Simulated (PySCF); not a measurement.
PySCF input for C4H2BrF, SMILES C(/C#C)=C(\Br)F, PBE-D3(BJ)/def2-SVP. Geometry optimised at PBE-D3(BJ)/def2-SVP. The structure was generated by enumeration; whether it is a known compound was not checked.

```python
import numpy as np
from pyscf import gto, scf, dft, df
from pyscf.hessian import thermo

mol = gto.M(
    atom='''
    C    -0.16403344   -3.78046551    0.00000000
    C    -0.40131792   -2.57699965    0.00000000
    C    -0.71291888   -1.19582929    0.00000000
    C     0.23240603   -0.22193247    0.00000000
    F     1.53278428   -0.48075713    0.00000000
    Br   -0.16583396    1.61991421    0.00000000
    H     0.05199306   -4.83949735    0.00000000
    H    -1.76767764   -0.87932444    0.00000000
    ''',
    basis='def2-SVP',
    charge=0,
    spin=0,
    max_memory=1600,
    verbose=3,
)
mf = dft.RKS(mol, xc='pbe').density_fit(auxbasis='def2-universal-jkfit')
mf.disp = 'd3bj'
mf.grids.level = 3
mf.conv_tol = 1e-11
mf.max_cycle = 100
mf.kernel()

# [left out here: the lines that compute and print the analytic Hessian (its translational invariance restored by hand, since the grid's response is missing), thermochemistry and intensities]
```

Output:

```
converged SCF energy = -2826.35835872124

WARN: DFTD3 does not support analytical Hessian, using finite difference


WARN: Mole.unit (angstrom) is changed to Bohr

Mode                                 0                   1                   2
Irrep
Freq [cm^-1]                      119.5987            121.7788            274.3640
Reduced mass [au]                   4.6195              5.7544              7.8612
Force const [Dyne/A]                0.0389              0.0503              0.3487
Char temp [K]                     172.0758            175.2126            394.7487
Normal mode                   x     y     z       x     y     z       x     y     z
       0   C                -0.00 -0.00  0.15    0.16  0.06  0.00    0.02  0.13  0.00
       1   C                 0.00 -0.00 -0.04   -0.02  0.02 -0.00   -0.09  0.10  0.00
       2   C                 0.00 -0.00 -0.17   -0.10  0.00 -0.00   -0.00  0.10 -0.00
       3   C                 0.00  0.00 -0.10   -0.08 -0.01 -0.00    0.08  0.01 -0.00
       4   F                 0.00  0.00 -0.04   -0.09 -0.07 -0.00    0.07 -0.03 -0.00
       5  Br                -0.00 -0.00  0.03    0.02  0.01  0.00   -0.02 -0.05  0.00
       6   H                -0.00 -0.00  0.31    0.31  0.09  0.00    0.09  0.14  0.00
       7   H                 0.00  0.00 -0.23   -0.10 -0.01 -0.00    0.03  0.20 -0.00
Mode                                 3                   4                   5
Irrep
Freq [cm^-1]                      342.2397            408.8788            417.7387
Reduced mass [au]                  18.6494              7.9180              6.7181
Force const [Dyne/A]                1.2870              0.7799              0.6907
Char temp [K]                     492.4067            588.2855            601.0330
Normal mode                   x     y     z       x     y     z       x     y     z
       0   C                -0.01 -0.01 -0.00    0.06 -0.06 -0.00    0.00  0.00  0.07
       1   C                 0.07  0.01  0.00   -0.20 -0.10  0.00   -0.00  0.00 -0.21
       2   C                 0.04  0.00 -0.00    0.01 -0.04  0.00    0.00  0.00  0.04
       3   C                 0.06 -0.01 -0.00    0.05 -0.05 -0.00    0.00 -0.00  0.16
       4   F                 0.03 -0.18  0.00    0.07  0.01  0.00    0.00 -0.00 -0.03
       5  Br                -0.03  0.04  0.00   -0.01  0.03 -0.00   -0.00  0.00 -0.01
       6   H                -0.07 -0.02  0.00    0.21 -0.03 -0.00    0.00  0.00  0.21
       7   H                 0.04 -0.01 -0.00    0.05  0.09  0.00    0.00  0.00  0.16
Mode                                 6                   7                   8
Irrep
Freq [cm^-1]                      546.0965            595.7396            664.0955
Reduced mass [au]                   5.3544              1.2325              1.2612
Force const [Dyne/A]                0.9408              0.2577              0.3277
Char temp [K]                     785.7112            857.1367            955.4856
Normal mode                   x     y     z       x     y     z       x     y     z
       0   C                 0.00 -0.00 -0.04   -0.00 -0.00 -0.12    0.12  0.02 -0.00
       1   C                -0.00 -0.00  0.11   -0.00 -0.00  0.03   -0.04 -0.01  0.00
       2   C                 0.00 -0.00 -0.12    0.00 -0.00  0.02    0.00  0.00  0.00
       3   C                -0.00  0.00  0.20   -0.00  0.00 -0.02   -0.00  0.00 -0.00
       4   F                -0.00  0.00 -0.06   -0.00  0.00  0.01   -0.01 -0.00  0.00
       5  Br                 0.00  0.00 -0.00    0.00 -0.00  0.00    0.00 -0.00 -0.00
       6   H                 0.00 -0.00  0.01    0.00  0.00  0.89   -0.86 -0.18  0.00
       7   H                 0.00 -0.00 -0.34    0.00 -0.00  0.07    0.01  0.01  0.00
Mode                                 9                  10                  11
Irrep
Freq [cm^-1]                      780.1189            802.2730           1002.9464
Reduced mass [au]                   1.3296              8.7607              7.5384
Force const [Dyne/A]                0.4768              3.3222              4.4677
Char temp [K]                    1122.4174           1154.2922           1443.0166
Normal mode                   x     y     z       x     y     z       x     y     z
       0   C                 0.00 -0.00 -0.00    0.01 -0.03  0.00   -0.02  0.12  0.00
       1   C                -0.00 -0.00  0.04   -0.06 -0.04 -0.00   -0.04  0.06 -0.00
       2   C                 0.00  0.00 -0.14    0.17  0.04  0.00    0.13 -0.13 -0.00
       3   C                -0.00  0.00  0.02    0.00  0.16 -0.00    0.02 -0.13  0.00
       4   F                -0.00 -0.00  0.01   -0.10 -0.03  0.00   -0.07  0.02 -0.00
       5  Br                 0.00 -0.00 -0.00    0.00 -0.01  0.00    0.00  0.01  0.00
       6   H                 0.00 -0.00 -0.05    0.09 -0.02 -0.00   -0.01  0.14 -0.00
       7   H                 0.00  0.00  0.85    0.17  0.06 -0.00    0.14 -0.14  0.00
Mode                                12                  13                  14
Irrep
Freq [cm^-1]                     1075.5357           1295.6135           1641.6020
Reduced mass [au]                   1.8057              2.3032              9.8917
Force const [Dyne/A]                1.2307              2.2779             15.7057
Char temp [K]                    1547.4564           1864.0994           2361.8997
Normal mode                   x     y     z       x     y     z       x     y     z
       0   C                -0.01  0.05  0.00    0.01 -0.03 -0.00   -0.01  0.03  0.00
       1   C                -0.05  0.01 -0.00   -0.01 -0.01  0.00    0.01  0.00 -0.00
       2   C                 0.01 -0.06 -0.00   -0.02  0.11  0.00   -0.10 -0.16 -0.00
       3   C                -0.08  0.11 -0.00    0.16 -0.05  0.00    0.16  0.13 -0.00
       4   F                 0.08 -0.02 -0.00   -0.07  0.02  0.00   -0.03  0.00 -0.00
       5  Br                 0.00 -0.00  0.00   -0.00  0.00 -0.00   -0.00 -0.00  0.00
       6   H                 0.01  0.06 -0.00    0.02 -0.04  0.00   -0.02  0.04 -0.00
       7   H                -0.18 -0.70 -0.00   -0.22 -0.58  0.00   -0.04  0.13 -0.00
Mode                                15                  16                  17
Irrep
Freq [cm^-1]                     2148.3463           3123.0194           3407.7932
Reduced mass [au]                   6.2945              1.0906              1.1544
Force const [Dyne/A]               17.1167              6.2668              7.8985
Char temp [K]                    3090.9921           4493.3297           4903.0557
Normal mode                   x     y     z       x     y     z       x     y     z
       0   C                 0.03 -0.15  0.00   -0.00 -0.00 -0.00    0.02 -0.10 -0.00
       1   C                -0.04  0.22 -0.00    0.00 -0.00  0.00   -0.01  0.03  0.00
       2   C                 0.01 -0.04 -0.00   -0.08  0.02  0.00    0.00 -0.00  0.00
       3   C                -0.00 -0.00  0.00    0.00  0.00  0.00   -0.00 -0.00  0.00
       4   F                 0.00 -0.00 -0.00    0.00  0.00  0.00    0.00  0.00  0.00
       5  Br                 0.00  0.00  0.00    0.00 -0.00 -0.00   -0.00  0.00 -0.00
       6   H                 0.06 -0.28 -0.00   -0.00 -0.00  0.00   -0.18  0.91  0.00
       7   H                 0.02 -0.01  0.00    0.91 -0.27  0.00    0.00 -0.00  0.00
temperature 298.1500 [K]
pressure 101325.00 [Pa]
Rotational constants [GHz] 8.57651 1.00135 0.89666
Symmetry number 1
Zero-point energy (ZPE) 0.04276 [Eh]   112256.246 [J/mol]
                           tot       elec      trans        rot        vib
Entropy [J/mol/K]       342.240      0.000    171.150    117.676     53.413
Cv [J/mol/K]             89.192      0.000     12.472     12.472     64.249
Cp [J/mol/K]             97.507      0.000     20.786     12.472     64.249
Internal energy [J/mol]                      3718.434   3718.434 121526.482
Internal energy [Eh]   -2826.30924  -2826.35836
Enthalpy [J/mol]                             6197.391   3718.434 121526.482
Enthalpy [Eh]          -2826.30829
Gibbs free energy [J/mol]                  -44831.083 -31366.679 105601.282
Gibbs free energy [Eh] -2826.34716
static polarisability / bohr^3: [[ 42.141   0.72   -0.   ]
 [  0.711 118.312  -0.   ]
 [ -0.     -0.     29.064]]
largest difference of analytic and finite-field dipole derivatives / e: 0.001485515055584724
mode   freq/cm-1   IR/(km/mol)   Raman/(A^4/amu)   depolarisation
   1      119.60         0.371             4.602            0.750
   2      121.78         0.817             6.822            0.713
   3      274.36         1.033             7.375            0.512
   4      342.24         0.198             0.504            0.410
   5      408.88        11.020             6.548            0.446
   6      417.74         2.659             3.809            0.750
   7      546.10         0.775             9.053            0.750
   8      595.74        41.835             5.022            0.750
   9      664.10        31.947             0.703            0.741
  10      780.12        13.916             5.594            0.750
  11      802.27        67.240             3.183            0.177
  12     1002.95        45.358             3.181            0.110
  13     1075.54        75.338            17.245            0.285
  14     1295.61        55.578             6.410            0.472
  15     1641.60       119.197           191.933            0.288
  16     2148.35         4.243           587.491            0.300
  17     3123.02         8.148            80.171            0.230
  18     3407.79        97.826            32.640            0.223
max |gradient| / (hartree/bohr): 3.748294582773045e-05
APT charges: [-0.3196  0.0179 -0.1677  0.8737 -0.4571 -0.2388  0.2204  0.0711]
```

Self-consistency was reached.
